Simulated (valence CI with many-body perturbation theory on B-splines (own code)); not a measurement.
## Bi⁶⁹⁺: calculated level list

Calculated by configuration interaction combined with many-body perturbation theory (CI+MBPT): four valence electrons over a frozen Dirac-Fock core [Ne], radial functions for each j: 11 s, 11 p, 9 d, 7 f, 5 g, 2 h, 1 i, with the one-electron correlation potential Σ1, the two-electron term Σ2, the three-electron term Σ3, Breit, model QED; selected CI, second order for the rest (own B-spline code, finite nucleus).

No measured spectrum was set against this ion. As an estimate, large intervals hold to a few tenths of a per cent, small ones and those within an open d or f shell to about a per cent.

Levels 1 to 45 of 73, with energies above the lowest level, (3s^2 3p1/2^2) J=0. "Leading %" is the weight of the configuration and term that name the level; weights of strongly mixed levels are sums over their largest components and can fall short. In the jj column 3d3/2^4 stands for four electrons in 3d with j = 3/2. Lifetimes count E1, E2, E3, M1 and M2 decay at the calculated energies, and are blank where another channel may lead or the interval is too uncertain; long ones can be off by a factor of two.

| No. | Configuration | Term | J | E (eV) | Leading % | Lifetime | Leading jj |
| --- | --- | --- | --- | --- | --- | --- | --- |
| 1 | 3s2 3p2 | 3P | 0 | 0.0 | 68 |  | 3s^2 3p1/2^2 (100 %) |
| 2 | 3s2 3p2 | 3P | 1 | 612.7 | 100 | 708 ps | 3s^2 3p1/2 3p3/2 (100 %) |
| 3 | 3s2 3p2 | 1D | 2 | 623.2 | 65 | 24.0 ns | 3s^2 3p1/2 3p3/2 (100 %) |
| 4 | 3s 3p3 | 3P° | 2 | 817.3 | 47 | 25.3 ps | 3s 3p1/2^2 3p3/2 (97 %) |
| 5 | 3s 3p3 | 3D° | 1 | 847.4 | 25 | 550 fs | 3s 3p1/2^2 3p3/2 (79 %) |
| 6 | 3s2 3p 3d | 3F° | 2 | 867.2 | 74 | 68.3 ps | 3s^2 3p1/2 3d3/2 (99 %) |
| 7 | 3s2 3p 3d | 3D° | 1 | 920.9 | 41 | 79.1 fs | 3s^2 3p1/2 3d3/2 (79 %) |
| 8 | 3s2 3p 3d | 3P° | 2 | 1028.8 | 46 | 1.70 ps | 3s^2 3p1/2 3d5/2 (98 %) |
| 9 | 3s2 3p 3d | 3F° | 3 | 1030.7 | 49 | 2.41 ps | 3s^2 3p1/2 3d5/2 (99 %) |
| 10 | 3s 3p2 3d | 3D | 1 | 1077.0 | 46 | 12.7 ps | 3s 3p1/2^2 3d3/2 (99 %) |
| 11 | 3s 3p2 3d | 3D | 2 | 1085.7 | 30 | 13.2 ps | 3s 3p1/2^2 3d3/2 (99 %) |
| 12 | 3s 3p2 3d | 3D | 3 | 1233.0 | 37 | 2.21 ps | 3s 3p1/2^2 3d5/2 (99 %) |
| 13 | 3s2 3p2 | 3P | 2 | 1244.3 | 63 | 71.0 ps | 3s^2 3p3/2^2 (96 %) |
| 14 | 3s 3p2 3d | 3F | 2 | 1249.4 | 25 | 2.06 ps | 3s 3p1/2^2 3d5/2 (96 %) |
| 15 | 3s2 3p2 | 1S | 0 | 1267.8 | 67 | 191 ps | 3s^2 3p3/2^2 (98 %) |
| 16 | 3s 3p3 | 3D° | 2 | 1417.8 | 49 | 722 fs | 3s 3p1/2 3p3/2^2 (96 %) |
| 17 | 3s 3p3 | 3D° | 3 | 1440.1 | 95 | 1.02 ps | 3s 3p1/2 3p3/2^2 (95 %) |
| 18 | 3s 3p3 | 3P° | 0 | 1452.2 | 84 | 585 fs | 3s 3p1/2 3p3/2^2 (84 %) |
| 19 | 3s 3p3 | 1D° | 2 | 1468.5 | 52 | 290 fs | 3s 3p1/2 3p3/2^2 (68 %) |
| 20 | 3s 3p3 | 3P° | 1 | 1470.1 | 30 | 352 fs | 3s 3p1/2 3p3/2^2 (79 %) |
| 21 | 3s 3p3 | 3P° | 1 | 1484.0 | 30 | 114 fs | 3s 3p1/2 3p3/2^2 (98 %) |
| 22 | 3s2 3p 3d | 3F° | 3 | 1523.0 | 47 | 174 fs | 3s^2 3p3/2 3d3/2 (95 %) |
| 23 | 3s2 3p 3d | 3P° | 1 | 1531.1 | 43 | 92.3 fs | 3s^2 3p3/2 3d3/2 (79 %) |
| 24 | 3s2 3p 3d | 3D° | 2 | 1531.3 | 36 | 73.5 fs | 3s^2 3p3/2 3d3/2 (65 %) |
| 25 | 3s2 3p 3d | 3P° | 0 | 1532.1 | 84 | 113 fs | 3s^2 3p3/2 3d3/2 (84 %) |
| 26 | 3s2 3p 3d | 3F° | 4 | 1633.7 | 99 | 385 ps | 3s^2 3p3/2 3d5/2 (99 %) |
| 27 | 3s2 3p 3d | 3P° | 2 | 1645.9 | 43 | 2.66 ps | 3s^2 3p3/2 3d5/2 (98 %) |
| 28 | 3s 3p2 3d | 5F | 2 | 1656.6 | 29 | 1.65 ps | 3s 3p1/2 3p3/2 3d3/2 (77 %) |
| 29 | 3s 3p2 3d | 5D | 0 | 1663.4 | 76 | 7.71 ps | 3s 3p1/2 3p3/2 3d3/2 (95 %) |
| 30 | 3s 3p2 3d | 5D | 1 | 1666.3 | 49 | 5.69 ps | 3s 3p1/2 3p3/2 3d3/2 (100 %) |
| 31 | 3s2 3p 3d | 3D° | 3 | 1670.1 | 64 | 974 fs | 3s^2 3p3/2 3d5/2 (97 %) |
| 32 | 3s 3p2 3d | 5F | 3 | 1672.9 | 42 | 5.19 ps | 3s 3p1/2 3p3/2 3d3/2 (98 %) |
| 33 | 3s2 3p 3d | 1P° | 1 | 1682.6 | 62 | 1.34 ps | 3s^2 3p3/2 3d5/2 (98 %) |
| 34 | 3p4 | 3P | 2 | 1682.8 | 34 | 332 fs | 3p1/2^2 3p3/2^2 (51 %) |
| 35 | 3s 3p2 3d | 3G | 4 | 1693.1 | 32 | 20.0 ps | 3s 3p1/2 3p3/2 3d3/2 (97 %) |
| 36 | 3p4 | 1S | 0 | 1699.2 | 44 | 276 fs | 3p1/2^2 3p3/2^2 (68 %) |
| 37 | 3s 3p2 3d | 3F | 2 | 1708.7 | 54 | 293 fs | 3s 3p1/2 3p3/2 3d3/2 (86 %) |
| 38 | 3s 3p2 3d | 3D | 3 | 1717.4 | 32 | 162 fs | 3s 3p1/2 3p3/2 3d3/2 (97 %) |
| 39 | 3s 3p2 3d | 3P | 1 | 1722.6 | 30 | 151 fs | 3s 3p1/2 3p3/2 3d3/2 (98 %) |
| 40 | 3s 3p2 3d | 3D | 2 | 1726.9 | 24 | 103 fs | 3s 3p1/2 3p3/2 3d3/2 (84 %) |
| 41 | 3s 3p2 3d | 3G | 3 | 1727.2 | 41 | 148 fs | 3s 3p1/2 3p3/2 3d3/2 (99 %) |
| 42 | 3s 3p2 3d | 3D | 1 | 1728.7 | 47 | 127 fs | 3s 3p1/2 3p3/2 3d3/2 (98 %) |
| 43 | 3s 3p2 3d | 3F | 2 | 1758.9 | 22 | 80.4 fs | 3s 3p1/2 3p3/2 3d3/2 (69 %) |
| 44 | 3s 3p2 3d | 3D | 1 | 1759.7 | 41 | 73.0 fs | 3s 3p1/2 3p3/2 3d3/2 (97 %) |
| 45 | 3s 3p2 3d | 3P | 0 | 1764.1 | 46 | 94.5 fs | 3s 3p1/2 3p3/2 3d3/2 (50 %) |

The ionisation energy to 3s2 3p 2P°_1/2 of the next ion comes out as 8784.6 eV (NIST: 8780 ± 50 eV (theoretical)). All 73 levels together are meant to be complete up to 1963.7 eV.
